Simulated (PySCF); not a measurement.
**Fine-structure interval along the 17-electron series**

Calculated with PySCF 2.14 and a two-component X2C-1e Hamiltonian (Gaussian nucleus, no Breit or QED terms), each ion in its own even-tempered basis scaled to its charge; GMP2 freezes 1s2 and drops the highest virtual spinors. Values in cm⁻¹.

```tsv
ion	configuration	GHF (screened spin-orbit)	GMP2 (screened spin-orbit)	GHF (bare spin-orbit)
Hf⁵⁵⁺	[Ne] 3s2 3p5	2496500	2497400	2575200
W⁵⁷⁺	[Ne] 3s2 3p5	2846800	2847600	2934600
```

(1) Fill in the row of Ta⁵⁶⁺.

Answers

(1) configuration: [Ne] 3s2 3p5; GHF (screened spin-orbit): 2667100; GMP2 (screened spin-orbit): 2667800; GHF (bare spin-orbit): 2750200.
